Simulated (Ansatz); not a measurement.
Ansatz results at the PBE0-D4/def2-TZVP geometry: LUMO energy (PBE/def2-TZVPP) -1.35 eV; HOMO energy (B3LYP/def2-TZVPP) -7.11 eV; HOMO–LUMO gap (ωB97M-V/def2-TZVPP) 10.73 eV.

Each molecule was computed in one conformer, which needn't be the lowest.

Problem. Which molecule gave them?
A. `[GeH3][CH]1CO1`
B. `C[CH](F)[GaH][NH2]`
C. `[SiH3]C[S][GaH2]`
D. `[SiH3]O[SiH](S)Cl`

Solution. B. The others give `[SiH3]C[S][GaH2]`: -2.24, -6.81, 9.36; `[GeH3][CH]1CO1`: 0.08, -7.45, 12.60; `[SiH3]O[SiH](S)Cl`: -1.03, -7.61, 11.70.

B3LYP here is the variant with VWN-RPA as its local correlation; programs differ in this.
